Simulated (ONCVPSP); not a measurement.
magnesium (Mg): excitation energies, all-electron against ONCV

ONCVPSP 4.0.1 input, shortened (lines: element, Z, core and valence counts, functional; n l f; lmax; l rc ep ncon nbas qcut; lloc lpopt rc5 dvloc0; l nproj debl; icmod fcfact rcfact), PBE, scalar-relativistic:

```
  Mg 12.00    1    3        4      upf
    1    0    2.00
    2    0    2.00
    2    1    6.00
    3    0    2.00
    1
    0    1.10    0.00    3    6   13.10
    1    0.80    0.00    4    8   19.20
    4    5    0.55    0.00
    0    2    1.10
    1    2    0.80
    0    0.00    0.00
```

In the p channel the program set the typed energies aside and used -1.713, 0.250 Ha.

Energies are relative to the spin-unpolarised reference configuration 2s2 2p6 3s2; without spin polarisation the order of configurations can differ from experiment.

```csv
valence configuration,charge,ΔE all-electron (eV),error AE − PS (meV)
2s2 2p6 3s0,+2,22.985,-0.5
2s2 2p6 3s1.5,+0.5,3.144,0.0
```

Q: What are ΔE and the potential's error for 2s2 2p6 3s0 3p2?

A: ΔE = 7.183 eV all-electron; the error (AE − PS) is +0.4 meV.

Q: What are ΔE and the potential's error for 2s2 2p6 3s1?

A: ΔE = 7.960 eV all-electron; the error (AE − PS) is -0.1 meV.

Levels in the configuration 2s2 2p6 3s0:

| level | all-electron (eV) | pseudo (eV) |
| --- | --- | --- |
| 2s | -99.968 | -99.979 |
| 2p | -66.705 | -66.718 |
